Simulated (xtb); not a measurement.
Cl5Ta, charge -1, doublet, geometry from GFN2-xTB (such geometries of metal compounds can be far from the true shape) (the multiplicity is a formal guess), atoms displaced at random by about 0.05 Å a coordinate; GFN2-xTB run with xtb.

Input for xtb:
```
$ xtb mol.xyz --gfn 2 --chrg -1 --uhf 1 --opt --input xcontrol --json

# file mol.xyz
6

Ta     0.16312868    -0.05239198    -0.02292642
Cl     1.77357333    -0.61683939     1.56375881
Cl    -1.59649978     0.70127013    -1.70076191
Cl     0.08459522     2.24229667     0.83522125
Cl     1.18354184    -1.19452651    -1.65666558
Cl    -1.45595956    -1.29780917     1.12434830

# file xcontrol
$opt
  engine=inertial
$end
```

Output, abridged:

```
   ID    Z sym.   atoms
    1   73 Ta     1
    2   17 Cl     2-6

           -------------------------------------------------
          |                Calculation Setup                |
           -------------------------------------------------

           -------------------------------------------------
          |                 G F N 2 - x T B                 |
           -------------------------------------------------

          ...................................................
          :                      SETUP                      :
          :.................................................:
          :  # basis functions                  60          :
          :  # atomic orbitals                  54          :
          :  # shells                           18          :
          :  # electrons                        41          :
          :  max. iterations                   250          :
          :  Hamiltonian                  GFN2-xTB          :
          :  restarted?                      false          :
          :  GBSA solvation                  false          :
          :  PC potential                    false          :
          :  electronic temp.          300.0000000     K    :
          :  accuracy                    1.0000000          :
          :  -> integral cutoff          0.2500000E+02      :
          :  -> integral neglect         0.1000000E-07      :
          :  -> SCF convergence          0.1000000E-05 Eh   :
          :  -> wf. convergence          0.1000000E-03 e    :
          :  Broyden damping             0.4000000          :
          :  net charge                         -1          :
          :  unpaired electrons                  1          :
          ...................................................

 iter      E             dE          RMSdq      gap      omega  full diag
   1    -25.2704079 -0.252704E+02  0.698E+00    0.27       0.0  T
   2    -25.2768847 -0.647684E-02  0.447E+00    0.19       1.0  T
   3    -25.2758405  0.104417E-02  0.143E+00    0.15       1.0  T
   4    -25.2773596 -0.151905E-02  0.146E+00    0.13       1.0  T
   5    -25.2795722 -0.221266E-02  0.649E-01    0.14       1.0  T
   6    -25.2797262 -0.153914E-03  0.312E-01    0.13       1.0  T
   7    -25.2797927 -0.665498E-04  0.109E-01    0.14       1.0  T
   8    -25.2798030 -0.103094E-04  0.528E-02    0.14       1.0  T
   9    -25.2798053 -0.227589E-05  0.358E-02    0.14       1.1  T
  10    -25.2798068 -0.153470E-05  0.164E-02    0.14       2.5  T
  11    -25.2798075 -0.688797E-06  0.994E-03    0.14       4.1  T
  12    -25.2798078 -0.246889E-06  0.390E-03    0.14      10.5  T
  13    -25.2798078 -0.242364E-07  0.195E-03    0.14      20.9  T
  14    -25.2798078 -0.498928E-08  0.188E-03    0.14      21.7  T
  15    -25.2798078 -0.387241E-08  0.613E-04    0.14      66.6  T
  16    -25.2798078 -0.254648E-09  0.134E-04    0.14     303.8  T

   *** convergence criteria satisfied after 16 iterations ***

         :::::::::::::::::::::::::::::::::::::::::::::::::::::
         ::                     SUMMARY                     ::
         :::::::::::::::::::::::::::::::::::::::::::::::::::::
         :: total energy             -25.270436752382 Eh    ::
         :: gradient norm              0.039383129586 Eh/a0 ::
         :: HOMO-LUMO gap              0.138007555167 eV    ::
         ::.................................................::
         :: SCC energy               -25.279793644264 Eh    ::
         :: -> isotropic ES            0.128348429766 Eh    ::
         :: -> anisotropic ES         -0.005843771315 Eh    ::
         :: -> anisotropic XC         -0.004658487832 Eh    ::
         :: -> dispersion             -0.009014575807 Eh    ::
         :: repulsion energy           0.009356891882 Eh    ::
         :: add. restraining           0.000000000000 Eh    ::
         :: total charge              -1.000000000000 e     ::
[...]
 * total energy  :   -25.2755512 Eh     change    :  -0.9793508E-05 Eh
 * total energy  :   -25.2755585 Eh     change    :  -0.7300676E-05 Eh
 * total energy  :   -25.2755629 Eh     change    :  -0.4336718E-05 Eh
 * total energy  :   -25.2755639 Eh     change    :  -0.1036134E-05 Eh
 * total energy  :   -25.2755640 Eh     change    :  -0.1259478E-06 Eh
 * total energy  :   -25.2755643 Eh     change    :  -0.2470687E-06 Eh
 * total energy  :   -25.2755647 Eh     change    :  -0.3592029E-06 Eh
 * total energy  :   -25.2755651 Eh     change    :  -0.4580271E-06 Eh
 * total energy  :   -25.2755657 Eh     change    :  -0.5405250E-06 Eh
 * total energy  :   -25.2755663 Eh     change    :  -0.6042472E-06 Eh
 * total energy  :   -25.2755670 Eh     change    :  -0.7172383E-06 Eh
 * total energy  :   -25.2755678 Eh     change    :  -0.8180830E-06 Eh
   *** GEOMETRY OPTIMIZATION CONVERGED AFTER 41 CYCLES ***
         :: total energy             -25.275567792723 Eh    ::
[...]
        13        2.0000           -0.3157274              -8.5914
        14        2.0000           -0.3137188              -8.5367
        15        2.0000           -0.3060953              -8.3293
        16        2.0000           -0.2921674              -7.9503
        17        2.0000           -0.2914259              -7.9301
        18        2.0000           -0.2905243              -7.9056
        19        2.0000           -0.2895979              -7.8804
        20        2.0000           -0.2887161              -7.8564
        21        0.9614           -0.1899361              -5.1684 (HOMO)
        22        0.0386           -0.1838270              -5.0022 (LUMO)
        23                         -0.1685088              -4.5854
        24                         -0.1506905              -4.1005
        25                         -0.0108878              -0.2963
        26                          0.0723969               1.9700
        27                          0.1445116               3.9324
        28                          0.1457619               3.9664
        29                          0.1459512               3.9715
        30                          0.1462643               3.9801
        31                          0.1464460               3.9850
        32                          0.1471456               4.0040
       ...                                ...                  ...
        54                          1.4632631              39.8174
      -------------------------------------------------------------
                  HL-Gap            0.0061091 Eh            0.1662 eV
             Fermi-level           -0.2131038 Eh           -5.7989 eV

     #   Z          covCN         q      C6AA      α(0)
     1  73 Ta       3.751     0.868   175.755    19.623
     2  17 Cl       0.753    -0.454   113.860    16.322
     3  17 Cl       0.753    -0.455   113.918    16.326
     4  17 Cl       0.759    -0.325   109.405    16.000
     5  17 Cl       0.759    -0.326   109.430    16.002
     6  17 Cl       0.754    -0.308   108.795    15.955

 Mol. C6AA /au·bohr⁶  :       4345.498325
 Mol. C8AA /au·bohr⁸  :     267252.862827
 Mol. α(0) /au        :        100.228003

Wiberg/Mayer (AO) data.
largest (>0.10) Wiberg bond orders for each atom

 ---------------------------------------------------------------------------
     #   Z sym  total        # sym  WBO       # sym  WBO       # sym  WBO
 ---------------------------------------------------------------------------
     1  73 Ta   4.690 --     4 Cl   1.030     5 Cl   1.030     6 Cl   1.029
                             2 Cl   0.803     3 Cl   0.799
     2  17 Cl   0.976 --     1 Ta   0.803
     3  17 Cl   0.973 --     1 Ta   0.799
     4  17 Cl   1.207 --     1 Ta   1.030
     5  17 Cl   1.206 --     1 Ta   1.030
     6  17 Cl   1.209 --     1 Ta   1.029
 ---------------------------------------------------------------------------

Topologies differ in total number of bonds
Writing topology from bond orders to xtbtopo.mol

molecular dipole:
                 x           y           z       tot (Debye)
 q only:        0.050       0.145      -0.109
   full:        0.117       0.209      -0.177       0.756
molecular quadrupole (traceless):
                xx          xy          yy          xz          yz          zz
 q only:       -1.069       4.317       3.241      -7.315       1.089      -2.172
  q+dip:       -1.759       4.661       4.293      -8.843       2.097      -2.533
   full:       -2.349       4.303       4.852      -9.238       2.923      -2.504

optimized geometry written to: xtbopt.xyz

           -------------------------------------------------
          | TOTAL ENERGY              -25.275567792723 Eh   |
          | GRADIENT NORM               0.000935765925 Eh/α |
          | HOMO-LUMO GAP               0.166237724418 eV   |
           -------------------------------------------------

normal termination of xtb
```
